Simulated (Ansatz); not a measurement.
Reaction (ligand exchange at the In–N bond): `[NH2][In]([OH])[Br]` + H–F → `[OH][In]([F])[Br]` + NH₃

Computed with Ansatz on PBE0-D4/def2-TZVP structures; ΔE is electronic, products minus reactants. CBS: MP2 limit from def2 TZ/QZ plus the TZ coupled-cluster correction, frozen cores. This one scheme is used for every species. DFT in def2-TZVPP. HSE06 is defined as in plane-wave codes. def2 core potentials past Kr. For Br, In outer-core shells are correlated without core-valence functions, which leaves a few kJ/mol of doubt a bond. Scalar relativity is left out up to krypton. One conformer a species, not always the lowest.

`[NH2][In]([OH])[Br]`:

Cartesian coordinates in Å:
```
N 0.322 -1.595 0.238
In -0.262 0.296 -0.069
O 0.974 1.661 -0.774
Br -2.617 0.977 0.187
H -0.243 -2.117 0.893
H 1.299 -1.716 0.469
H 0.528 2.494 -0.945
```

H–F:

Cartesian coordinates in Å:
```
F -0.175 0.012 -0.425
H 0.175 -0.012 0.425
```

`[OH][In]([F])[Br]`:

Cartesian coordinates in Å:
```
O -0.286 -1.065 1.121
In 0.100 0.043 -0.448
F 0.425 -0.917 -2.089
Br 0.201 2.474 -0.493
H -0.440 -0.536 1.910
```

NH₃:

```xyz
4

N    -0.005   -0.192   -0.207
H    -0.798    0.436   -0.258
H    -0.027   -0.625    0.708
H     0.830    0.381   -0.244
```

```tsv
level	ΔE (kcal/mol)	difference from CCSD(T)/CBS
r2SCAN-D4	-10.6	-2.9
PBE0-D4	-8.7	-1.0
HSE06-D4	-8.6	-0.9
ωB97X-V	-10.3	-2.6
ωB97M-V	-9.6	-1.9
B2PLYP	-9.9	-2.2
PBE-QIDH	-8.0	-0.3
revPBE	-11.2	-3.5
r2SCAN	-10.8	-3.1
PBE0	-9.3	-1.6
HSE06	-9.2	-1.5
MP2/def2-SVP	-11.4	-3.7
CCSD(T)/def2-TZVPP	-7.5	0.2
SCS-MP2/def2-QZVPP	-8.1	-0.4
HF/CBS(def2)	-12.8	-5.1
MP2/CBS(def2)	-6.4	1.3
CCSD(T)/CBS	-7.7	0
```

Largest T1 diagnostic among the species: 0.014.

In def2-TZVPP, CCSD(T) changes the Hartree–Fock value by +4.6 kcal/mol (the triples alone add +0.3 kcal/mol) and MP2 by +5.9 kcal/mol. Leaving LDA and LC-ωPBE aside and taking each functional with its dispersion term where it has one, the values, not all of them listed here, spread over 4.9 kcal/mol, from B97M-V to PBE-QIDH. LDA lies +3.5 kcal/mol from PBE without D4. The D4 term adds +1.0 kcal/mol with B3LYP and +0.6 kcal/mol with PBE0; it sums over pairs of atoms, weighted by their polarisabilities, and B3LYP, whose exchange is more repulsive, gets the larger term.

B3LYP here is the variant with VWN-RPA as its local correlation; programs differ in this.
